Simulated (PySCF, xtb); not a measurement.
Sb(Cl)(SiH3)2 (ClH6SbSi2), SMILES [SiH3][Sb]([SiH3])[Cl].

Harmonic wavenumbers (cm⁻¹) from GFN2-xTB (xtb) at its own minimum, in rising order: 51, 59, 80, 82, 93, 278, 287, 302, 384, 391, 399, 413, 723, 756, 782, 792, 793, 804, 2243, 2255, 2264, 2272, 2274, 2280.

Question: What does PySCF 2.14.0 with B3LYP-D3(BJ)/def2-SVP give at its own minimum? (An estimate is asked for; the answer gives what the named calculation found.)

Answer: 75, 84, 95, 106, 130, 296, 299, 339, 476, 503, 506, 543, 845, 883, 936, 940, 942, 944, 2199, 2203, 2226, 2228, 2236, 2241. Paired by order, the mean absolute difference is 72 cm⁻¹ and the zero-point energies are 30.1 and 31.8 kcal/mol.
